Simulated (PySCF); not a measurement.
C4H4BFSe.
SMILES with atom numbers: `[F:1][BH:2][c:3]1[cH:4][cH:5][se:6][cH:7]1` (hydrogens: H8 on B2; H9 on C4; H10 on C5; H11 on C7)

Jobs on this species (11 atoms, 76 electrons) with PySCF (density fitting). Hardware of each: one thread, Arm Neoverse V1 (aarch64), no GPU, on a shared host. Times come from a shared host and carry two figures at best. Peak memory is the resident size of the whole Python process, interpreter and libraries included.

```json
{"level and settings": "delta-SCF UKS PBE0, pcX-2 on the ionised atom, pcseg-1 elsewhere, spin-free X2C", "work": "ΔSCF core ionisation, 6 holes", "basis functions": "162", "SCF cycles": "?", "wall time": "?", "peak memory": "?"}
{"level and settings": "delta-SCF UKS SCAN, pcX-2 on the ionised atom, pcseg-1 elsewhere, spin-free X2C", "work": "ΔSCF core ionisation, 6 holes", "basis functions": "162", "SCF cycles": "?", "wall time": "?", "peak memory": "?"}
{"level and settings": "delta-SCF UKS PBE, pcX-2 on the ionised atom, pcseg-1 elsewhere, spin-free X2C", "work": "ΔSCF core ionisation, 6 holes", "basis functions": "162", "SCF cycles": "117", "wall time": "31 s", "peak memory": "0.60 GiB"}
{"level and settings": "delta-SCF UKS SCAN, pcX-2 on the ionised atom, pcseg-1 elsewhere, non-relativistic", "work": "ΔSCF core ionisation, 6 holes", "basis functions": "162", "SCF cycles": "135", "wall time": "54 s", "peak memory": "0.60 GiB"}
{"level and settings": "PBE0-D3(BJ)/def2-SVP, grid level 1", "work": "geometry optimisation from a GFN2-xTB start shaken at random", "basis functions": "136", "SCF cycles": "51", "wall time": "66 s", "peak memory": "0.52 GiB"}
{"level and settings": "delta-SCF UKS SCAN, pcX-1 on the ionised atom, pcseg-1 elsewhere, spin-free X2C", "work": "ΔSCF core ionisation, 6 holes", "basis functions": "141", "SCF cycles": "132", "wall time": "46 s", "peak memory": "0.54 GiB"}
{"level and settings": "delta-SCF UKS SCAN, def2-TZVP on the ionised atom, pcseg-1 elsewhere, spin-free X2C", "work": "ΔSCF core ionisation, 6 holes", "basis functions": "148", "SCF cycles": "133", "wall time": "51 s", "peak memory": "0.54 GiB"}
{"level and settings": "delta-SCF UKS B3LYP, pcX-2 on the ionised atom, pcseg-1 elsewhere, spin-free X2C", "work": "ΔSCF core ionisation, 6 holes", "basis functions": "162", "SCF cycles": "105", "wall time": "79 s", "peak memory": "0.76 GiB"}
```

Fill in the missing figures.

- delta-SCF UKS PBE0, pcX-2 on the ionised atom, pcseg-1 elsewhere, spin-free X2C; ΔSCF core ionisation, 6 holes: 77 s, 0.74 GiB, 104 SCF cycles
- delta-SCF UKS SCAN, pcX-2 on the ionised atom, pcseg-1 elsewhere, spin-free X2C; ΔSCF core ionisation, 6 holes: 58 s, 0.55 GiB, 133 SCF cycles

What do all jobs in the table cost together?

About 7.7 min; the longest takes about 17 % of that, and about 2.5 times as long as the shortest.
